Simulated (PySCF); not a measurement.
# Indirect couplings

Geometry:
```tsv
atom	x (Å)	y (Å)	z (Å)
C1	-2.299	0.159	0.360
N2	-0.934	-0.046	-0.016
N3	-0.597	-0.819	-1.026
C4	0.722	-0.781	-1.056
C5	1.156	0.057	-0.008
C6	2.499	0.438	0.395
O7	3.512	0.067	-0.140
N8	0.059	0.496	0.622
H9	-2.627	-0.631	1.040
H10	-2.382	1.121	0.861
H11	-2.917	0.135	-0.535
H12	1.297	-1.316	-1.781
H13	2.508	1.120	1.266
```

Indirect spin–spin couplings were computed at B3LYP/pcJ-1 (spin–dipole term only in couplings to heteroatoms) (PySCF) on a GFN2-xTB structure, for the isolated molecule, without vibrational or relativistic corrections. Couplings are averaged over pairs made equivalent by symmetry, fast rotation or ring inversion, so a value needn't be that of the named pair in this geometry, while other rotamers aren't included; one pair stands for each set, and the list holds a selection of those of at least 1.5 Hz over up to four bonds, among pairs with at least one C or N or H atom (others weren't computed).

Isotopes: 13C, 1H, 17O, 15N. Couplings to quadrupolar nuclei such as 17O and 33S are rarely resolved in practice.

```
   pair  bonds  J (Hz)
 C1, N2      1       ?
 C1, H9      1   146.0
 N2, N3      1   -14.4
 N2, N8      1       ?
 C4, C5      1    54.0
C4, H12      1   206.6
 C5, C6      1    76.9
 C6, O7      1    32.1
C6, H13      1   179.9
 C1, N3      2       ?
 C1, N8      2       ?
 N3, C5      2     1.6
 N3, N8      2    -2.3
N3, H12      2   -14.5
 C4, C6      2     5.8
C5, H13      2    24.6
 C6, N8      2       ?
O7, H13      2       ?
H9, H10      2   -14.7
 C1, C4      3       ?
 C1, C5      3     2.5
 N2, C6      3    -4.9
N2, H12      3   -10.1
 N3, H9      3    -2.1
C4, H13      3     4.8
 N8, H9      3       ?
```

Problem. Estimate the withheld couplings, with signs.

Solution. 
- 1J(C1,N2) = -20.3 Hz (bond length 1.431 Å)
- 1J(N2,N8) = -13.4 Hz (bond length 1.299 Å)
- 2J(C1,N3) = -7.8 Hz (angle at N2 122°)
- 2J(C1,N8) = -7.8 Hz (angle at N2 123°)
- 2J(C6,N8) = -12.8 Hz (angle at C5 123°)
- 2J(O7,H13) = -4.3 Hz (angle at C6 122°)
- 3J(C1,C4) = 2.7 Hz (dihedral angle 179°)
- 3J(N8,H9) = -2.1 Hz (mean over equivalent pairs that range from -4.2 to -0.4 Hz in this conformer)
